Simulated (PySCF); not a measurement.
Computed IR spectrum (relative IR intensity) of a molecule C₄H₈OSi. The structure is a stationary point at PBE-D3(BJ)/def2-SVP. One conformer was computed; it need not be the lowest. Calculation: PBE-D3(BJ)/def2-SVP run with PySCF 2.14.0. Frequencies are harmonic and unscaled.

Lines under 2 % of the strongest are left out, and lines within 2 cm⁻¹ are merged.

ν (cm⁻¹): 520 (vw), 599 (vw), 690 (vw), 713 (w), 761 (w), 818 (m), 841 (w), 882 (m), 995 (w), 1042 (m), 1101 (m), 1217 (w), 1316 (w), 1336 (vw), 1382 (vw), 1796 (vs), 2176 (m) (against the strongest line: vs over 80 %, s over 45 %, m over 15 %, w over 4 %, vw less)

Q: Pick the molecule that these values belong to.
A. C[C@H]1OC=C1[SiH3]
B. C[C@H]1C=C([SiH3])O1
C. C[SiH]1CC(=O)C1
D. C#C[SiH2]CCO

A: C, C[SiH]1CC(=O)C1
